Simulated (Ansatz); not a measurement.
Program: Ansatz. Geometries: PBE0-D4/def2-TZVP. ΔE: electronic, gas phase. CBS: MP2 limit from def2 TZ/QZ plus the TZ coupled-cluster correction, frozen cores. This one scheme is used for every species. DFT in def2-TZVPP. B3LYP here is the variant with VWN-RPA as its local correlation; programs differ in this. Each species was taken in one conformer, which may not be the lowest.

Reaction (cleavage of the Si–B bond): `FB(F)[SiH3]` + `O[SiH2]S` → `O[SiH2]S[SiH3]` + `FBF`

```json
{"level": "ωB97M-V", "ΔE (eV)": "-0.89"}
{"level": "B3LYP", "ΔE (eV)": "-0.79"}
{"level": "CCSD/def2-TZVPP", "ΔE (eV)": "-0.86"}
{"level": "CCSD(T)/def2-TZVPP", "ΔE (eV)": "-0.87"}
```

Q: What does CCSD(T)/CBS give? (An estimate is asked.)

A: The calculation gave: -0.91 eV. The listed levels differ from it by 0.02, 0.12, 0.05, 0.04 eV.

Largest T1 diagnostic among the species: 0.014.

From PBE to PBE0 (25 % exact exchange), in def2-TZVPP and without D4, ΔE moves by −0.06 eV. The D4 term adds −0.08 eV with B3LYP and −0.05 eV with PBE0; it sums over pairs of atoms, weighted by their polarisabilities, and B3LYP, whose exchange is more repulsive, gets the larger term.
